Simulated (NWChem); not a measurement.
# AlH3SO2; SMILES [OH][Al]([SH])[OH]

```xyz
7

Al     0.0674     0.4585     0.0000
O     -1.2018     1.5822     0.0000
H     -2.1422     1.4029     0.0000
O      1.6771     0.9895     0.0000
H      1.9462     1.9094     0.0000
S     -0.2586    -1.6936     0.0000
H      1.0708    -1.9394     0.0000
```
Atoms are numbered in this order, from 1.

Results from NWChem. Pople sets run with spherical d functions. Structure relaxed at the PBE0/def2-SVP level. Atomic charges in e: unrestrained fits to the electrostatic potential beside Mulliken populations; buried atoms are poorly determined by the fit.

Question: Estimate the computed values for Hartree-Fock/6-31G*. Quantities: ESP Al1; Mulliken Al1; ESP O2; Mulliken O2; ESP O4; Mulliken O4; ESP S6; Mulliken S6; relative RMS misfit of the potential (%).

Answer: 
```yaml
ESP Al1: 1.26
Mulliken Al1: 1.23
ESP O2: -0.91
Mulliken O2: -0.95
ESP O4: -0.95
Mulliken O4: -0.95
ESP S6: -0.56
Mulliken S6: -0.41
relative RMS misfit of the potential (%): 26
```
